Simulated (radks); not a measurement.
Problem. Valence configurations of Ga I (all share [Ar]). All-electron calculation, Dirac Kohn-Sham, LDA (Slater exchange, Perdew-Wang correlation), spin-unpolarised, spherical densities, point nucleus; open shells fill j = l - 1/2 first. Program: a radial shooting solver on a logarithmic mesh with Libxc functionals. Order these by energy: 3d10 4s1.5 4p1.5; 3d8 4s2 4p3; 3d9 4s2 4p2; 3d6 4s2 4p5; 3d10 4p3; 3d9 4s1 4p3; 3d10 4s2 4p1; 3d10 4s1 4p2.

Solution. From the lowest, in eV above it: 3d10 4s2 4p1 0.000; 3d10 4s1.5 4p1.5 3.213; 3d10 4s1 4p2 6.506; 3d10 4p3 13.466; 3d9 4s2 4p2 20.057; 3d9 4s1 4p3 27.754; 3d8 4s2 4p3 48.187; 3d6 4s2 4p5 130.80. NIST lists [Ar] 3d10 4s2 4p1 as the ground configuration; this level of theory agrees among the configurations tried. The energies are those of spherical spin-averaged densities, not of single terms.
